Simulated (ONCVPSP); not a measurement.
## Which setting gave this result? (Se, ONCV)

Base potential:

ONCVPSP 4.0.1 input, shortened (lines: element, Z, core and valence counts, functional; n l f; lmax; l rc ep ncon nbas qcut; lloc lpopt rc5 dvloc0; l nproj debl; icmod fcfact rcfact), PBE, scalar-relativistic:

```
  Se 34.00    6    2        4      upf
    1    0    2.00
    2    0    2.00
    2    1    6.00
    3    0    2.00
    3    1    6.00
    3    2   10.00
    4    0    1.50
    4    1    4.50
    1
    0    1.35    0.00    4    7    5.70
    1    1.55    0.00    5    9    5.20
    4    5    0.85    0.00
    0    2    0.70
    1    2    1.30
    3    4.50    1.80
```

Cutoffs, loose and tight: the cutoffs (Ha) at which the residual kinetic energy of the hardest occupied pseudo-wave falls to 1 and 0.1 mHa per electron. They do not see the model core or the augmentation charge, which bear on the density cutoff. Test errors are all-electron minus pseudo excitation energies from the reference, over the configurations 4s2 4p4; 4s2 4p3; 4s2 4p2; 4s1 4p4; variants that change the core or the reference have their own tests.

Only the fcfact is moved:

```
fcfact  cutoff, loose  cutoff, tight  bound ghosts  largest test error (meV)  median size of the test errors
   1.4          12 Ha          56 Ha             s                       -90                        15.9 meV
   2.1          12 Ha          56 Ha             s                      -121                        21.5 meV
     3          12 Ha          56 Ha             s                      -159                        28.3 meV
   3.7          12 Ha          56 Ha             s                      -186                        33.5 meV
   4.4          12 Ha          56 Ha             s                      -213                        38.4 meV
   5.1          12 Ha          56 Ha             s                      -237                        43.0 meV
   6.6          12 Ha          56 Ha             s                      -286                        52.2 meV
   7.6          12 Ha          56 Ha             s                      -313                        58.0 meV
```

Q: One more run gave cutoff, loose: 12 Ha; cutoff, tight: 56 Ha; bound ghosts: s; largest test error (meV): -272; median size of the test errors: 49.9 meV. Which value of the fcfact was used?

A: 6.2. The median size of the test errors moves one way along this sweep, from 15.9 meV at 1.4 to 58.0 meV at 7.6, which places the run between 5.1 and 6.6.
